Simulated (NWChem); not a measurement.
System: CH$_{5}$Si, doublet; SMILES C[SiH2]

NWChem input:

```
start job
memory heap 200 mb stack 900 mb global 1100 mb
geometry units angstroms noautosym nocenter noautoz
  C     -0.008448     1.209874     0.000000
  Si    -0.120979    -0.670574     0.000000
  H     -0.498272     1.631117     0.890797
  H     -0.498272     1.631117    -0.890797
  H      1.044109     1.538885     0.000000
  H      0.502327    -1.269015     1.223547
  H      0.502327    -1.269015    -1.223547
end
basis spherical
  * library def2-svp
end
dft
  odft
  mult 2
  xc pbe0
  iterations 150
end
cosmo
  do_cosmo_smd true
  solvent water
end
task dft energy
```

Output (shortened):

```
             Northwest Computational Chemistry Package (NWChem) 7.3.0
             --------------------------------------------------------

                             Geometry "geometry" -> ""
                             -------------------------

 Output coordinates in angstroms (scale by  1.889725989 to convert to a.u.)

  No.       Tag          Charge          X              Y              Z
 ---- ---------------- ---------- -------------- -------------- --------------
    1 C                    6.0000    -0.00844800     1.20987400     0.00000000
    2 Si                  14.0000    -0.12097900    -0.67057400     0.00000000
    3 H                    1.0000    -0.49827200     1.63111700     0.89079700
    4 H                    1.0000    -0.49827200     1.63111700    -0.89079700
    5 H                    1.0000     1.04410900     1.53888500     0.00000000
    6 H                    1.0000     0.50232700    -1.26901500     1.22354700
    7 H                    1.0000     0.50232700    -1.26901500    -1.22354700

 Effective nuclear repulsion energy (a.u.)      55.3712595268

                                 NWChem DFT Module
                                 -----------------

 Summary of "ao basis" -> "ao basis" (spherical)
 ------------------------------------------------------------------------------
       Tag                 Description            Shells   Functions and Types
 ---------------- ------------------------------  ------  ---------------------
 C                          def2-svp                 6       14   3s2p1d
 Si                         def2-svp                 8       18   4s3p1d
 H                          def2-svp                 3        5   2s1p

 in cosmo_initialize ...
 calling solv_data for solv:h2o

 solvent parameters
 solvname_short: h2o
 solvname_long:  water
 dielec:       78.4000
 dielecinf:     1.7769
 aqueous SMD model solvent descriptors
 dielec:       78.4000
 sola:          0.8200

          ---------------
          -cosmo- solvent
          ---------------
 Cosmo: York-Karplus, doi: 10.1021/jp992097l
 dielectric constant -eps-     =  78.40
 screen = (eps-1)/(eps    )    =   0.98724
 surface charge correction     = lagrangian

   van der Waals surface
 --------------------------

 ---------- ATOMIC COORDINATES (A.U.) ------------ VDWR(ANG.) --
     1   -0.01596441    2.28633034    0.00000000     1.850
     2   -0.22861716   -1.26720112    0.00000000     2.470
     3   -0.94159755    3.08236419    1.68336224     1.200
     4   -0.94159755    3.08236419   -1.68336224     1.200
     5    1.97307991    2.90807098    0.00000000     1.200
     6    0.94926039   -2.39809063    2.31216856     1.200
     7    0.94926039   -2.39809063   -2.31216856     1.200
 number of segments per atom =        128
 number of   points per atom =        128
 atom (   nspa,  nppa )
 ----------------------
    1 (     52,     0 )       0
    2 (    104,     0 )       0
    3 (     52,     0 )       0
    4 (     52,     0 )       0
    5 (     52,     0 )       0
    6 (     33,     0 )       0
    7 (     33,     0 )       0
 number of -cosmo- surface points =      378
 molecular surface =     93.310 angstrom**2
 molecular volume  =     77.354 angstrom**3
 -lineq- algorithm             =   0
 -bem- low  level              =   3
 -bem- from -octahedral-
 gaussian surface charge width =   4.50000
 degree of switching           =   1.00000
 switching function tolerance  =   0.00010
 atomic radii =
 --------------
    1  6.000  1.850
    2 14.000  2.470
    3  1.000  1.200
    4  1.000  1.200
    5  1.000  1.200
    6  1.000  1.200
    7  1.000  1.200
 ...... end of -cosmo- initialization ......

 nat:                     7
 ixmem:                  2814
 calling mnsol_interface()
 G(SMD-CDS) energy (kcal/mol)  =     2.494
 SMD-CDS SASA (angstrom**2)    =   112.010

[...]

                                COSMO-SMD solvation results
                                ---------------------------

             internal energy in gas <Psi(g)|H|Psi(g)> =      -330.256780576781
         internal energy in solvent <Psi(s)|H|Psi(s)> =      -330.256593346263
                               delta internal energy  =         0.000187230518 (    0.12 kcal/mol)
   total free energy in solvent <Psi(s)|H+V/2|Psi(s)> =      -330.258208817229
 polarization energy contribution <Psi(s)|V/2|Psi(s)> =        -0.001615470966 (   -1.01 kcal/mol)
    total free energy in solvent including G(SMD-CDS) =      -330.254234448197
                       G(SMD-CDS) energy contribution =         0.003974369032 (    2.49 kcal/mol)
     1 M fixed-concentration free energy of solvation =         0.002546128584 (    1.60 kcal/mol)

                    DFT Final Alpha Molecular Orbital Analysis
                    ------------------------------------------

 Vector   11  Occ=1.000000D+00  E=-3.505047D-01
              MO Center=  2.4D-01, -7.8D-01, -2.3D-08, r^2= 2.8D+00
   Bfn.  Coefficient  Atom+Function         Bfn.  Coefficient  Atom+Function
  ----- ------------  ---------------      ----- ------------  ---------------
    48      0.309303  6 H  s                 53     -0.309303  7 H  s
    24      0.272981  2 Si pz                27      0.195136  2 Si pz
    49      0.182928  6 H  s                 54     -0.182928  7 H  s
     6     -0.163229  1 C  pz                21     -0.153659  2 Si pz
    33     -0.130321  3 H  s                 38      0.130321  4 H  s

 Vector   12  Occ=1.000000D+00  E=-3.428481D-01
              MO Center=  3.5D-02,  2.5D-01,  1.9D-08, r^2= 2.5D+00
   Bfn.  Coefficient  Atom+Function         Bfn.  Coefficient  Atom+Function
  ----- ------------  ---------------      ----- ------------  ---------------
     5      0.405799  1 C  py                23     -0.287425  2 Si py
     8      0.234313  1 C  py                26     -0.186832  2 Si py
    48      0.165136  6 H  s                 53      0.165136  7 H  s
    20      0.160540  2 Si py                33      0.122769  3 H  s
    38      0.122769  4 H  s                  3     -0.108642  1 C  s

 Vector   13  Occ=1.000000D+00  E=-2.192760D-01
              MO Center= -4.6D-01, -7.2D-01, -4.6D-11, r^2= 2.5D+00
   Bfn.  Coefficient  Atom+Function         Bfn.  Coefficient  Atom+Function
  ----- ------------  ---------------      ----- ------------  ---------------
    25      0.532239  2 Si px                22      0.383036  2 Si px
    18     -0.357336  2 Si s                 17     -0.218635  2 Si s
    19     -0.201367  2 Si px                26      0.145000  2 Si py
    49      0.137835  6 H  s                 54      0.137835  7 H  s
    16     -0.128371  2 Si s                 43     -0.126285  5 H  s

 Vector   14  Occ=0.000000D+00  E= 4.426473D-02
              MO Center= -1.4D-01, -1.6D-01, -1.3D-09, r^2= 4.9D+00
   Bfn.  Coefficient  Atom+Function         Bfn.  Coefficient  Atom+Function
  ----- ------------  ---------------      ----- ------------  ---------------
     3      2.092101  1 C  s                 26     -1.320453  2 Si py
    18     -0.555442  2 Si s                 44     -0.541197  5 H  s
    34     -0.495457  3 H  s                 39     -0.495457  4 H  s
    49     -0.345057  6 H  s                 54     -0.345057  7 H  s
     8     -0.324990  1 C  py                25      0.192766  2 Si px

 Vector   15  Occ=0.000000D+00  E= 7.018097D-02
              MO Center= -2.1D-01, -6.8D-01, -7.3D-09, r^2= 3.8D+00
   Bfn.  Coefficient  Atom+Function         Bfn.  Coefficient  Atom+Function
  ----- ------------  ---------------      ----- ------------  ---------------
    27      1.587890  2 Si pz                49     -1.128821  6 H  s
    54      1.128821  7 H  s                 24      0.244801  2 Si pz
    48     -0.161894  6 H  s                 53      0.161894  7 H  s
     9     -0.160016  1 C  pz                21     -0.141311  2 Si pz
    31      0.141358  2 Si d  1              34     -0.109656  3 H  s

 Vector   16  Occ=0.000000D+00  E= 8.504469D-02
              MO Center=  5.3D-01, -6.9D-01,  1.1D-08, r^2= 4.1D+00
   Bfn.  Coefficient  Atom+Function         Bfn.  Coefficient  Atom+Function
  ----- ------------  ---------------      ----- ------------  ---------------
    18      1.836739  2 Si s                 49     -1.263878  6 H  s
    54     -1.263878  7 H  s                  3     -1.022369  1 C  s
    25      0.920042  2 Si px                17      0.483162  2 Si s
    34      0.305412  3 H  s                 39      0.305412  4 H  s
    16      0.248357  2 Si s                 44      0.235543  5 H  s

                     DFT Final Beta Molecular Orbital Analysis
                     -----------------------------------------

 Vector   10  Occ=1.000000D+00  E=-4.118119D-01
              MO Center=  2.4D-01,  1.3D+00,  9.2D-09, r^2= 1.3D+00
   Bfn.  Coefficient  Atom+Function         Bfn.  Coefficient  Atom+Function
  ----- ------------  ---------------      ----- ------------  ---------------
     4      0.434252  1 C  px                43      0.359726  5 H  s
     7      0.210882  1 C  px                33     -0.164393  3 H  s
    38     -0.164393  4 H  s                 44      0.124798  5 H  s
    34     -0.059039  3 H  s                 39     -0.059039  4 H  s
    17     -0.057372  2 Si s                 25      0.051546  2 Si px

[...]
```

Level: PBE0/def2-SVP, spin-unrestricted, SMD on the gas-phase geometry. In the optimisation the excess spin sits in a' (Cs, its own frame). Geometry: optimised at PBE0/def2-SVP, spin-unrestricted. No stability test was run on the SCF state. Solvent: water.
